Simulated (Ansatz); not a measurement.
`CC[O][SnH3]` + `[AlH2][SH]` → `C[S][AlH2]` + `C[O][SnH3]` at 600 K and 1 bar (substitution at a C–C bond).

Gas-phase electronic energies from Ansatz, PBE0-D4/def2-TZVP geometries. CCSD(T)/CBS adds triple-zeta CCSD(T) − MP2 to the extrapolated MP2 energy (def2 sets, frozen cores). This one scheme is used for every species. Elements past krypton have def2 core potentials. For Sn outer-core shells are correlated without core-valence functions, which leaves a few kJ/mol of doubt a bond. One conformer a species, not always the lowest.

| species | CCSD(T)/CBS energy (Eh) | H − E (kJ/mol) | S (J/(mol·K)) |
| --- | --- | --- | --- |
| `CC[O][SnH3]` | -370.09955 | 299.4 | 451.5 |
| `[AlH2][SH]` | -641.61836 | 94.5 | 317.9 |
| `C[S][AlH2]` | -680.87163 | 186.0 | 379.7 |
| `C[O][SnH3]` | -330.83288 | 212.2 | 399.2 |

H − E and S are ideal-gas, rigid-rotor, harmonic terms from PBE0-D4/def2-TZVP, for one conformer and one mirror image of each species. 1 Eh = 2625.50 kJ/mol, R = 8.31446 J/(mol·K).

Problem. By hand: ΔE, ΔH, ΔS and ΔG.

Solution. ΔE = (-680.87163) + (-330.83288) − (-370.09955) − (-641.61836) = 0.01340 Eh = 35.2 kJ/mol. Δ(H − E) = 186.0 + 212.2 − 299.4 − 94.5 = 4.3, so ΔH = 39.5 kJ/mol. ΔS = 379.7 + 399.2 − 451.5 − 317.9 = 9.5 J/(mol·K). ΔG = 39.5 − 600 × (9.5)/1000 = 33.8 kJ/mol.

Problem. By hand: the equilibrium constant, and the temperature at which ΔG would vanish if ΔH and ΔS stayed fixed.

Solution. log₁₀ K = −ΔG/(RT ln 10) = -2.9. ΔG = 0 at ΔH/ΔS = 4158 K, far beyond where these terms or the molecules hold.

The number of gas molecules stays the same, so ΔS is small and ΔH decides. A doubt of 5 kJ/mol in ΔE shifts log₁₀ K by 0.4 here. Other conformers and mirror images would add mixing entropy, several J/(mol·K) or more a flexible species. Modes under 60 cm⁻¹, often nearly free rotors, make the harmonic entropy too high. These are equilibria of isolated gas molecules and say nothing of rates. Largest T1 diagnostic: 0.013 (customary marks: 0.02 for closed shells, 0.045 for open ones).
